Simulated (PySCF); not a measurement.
## Correlation energy of V (vanadium, neutral)

[Ar] 3d3 4s1 5s1, high-spin 6F determinant (an excited configuration). Computed with PySCF 2.14 in aug-cc-pVTZ-DK, with the spin-free X2C one-electron Hamiltonian (Gaussian nucleus). Frozen: [Ar]; 5 electrons correlated.

| level | correlation energy (mhartree) |
| --- | --- |
| CCSD | -38.65 |
| (T) | -0.59 |
| CCSD(T) | -39.24 |

Diagnostics: T1 = 0.016, D1 = 0.0484, largest double amplitude 0.056.

Problem. Is a single reference adequate?

Solution. Yes: T1 lies below 0.03 and no double amplitude reaches 0.07.
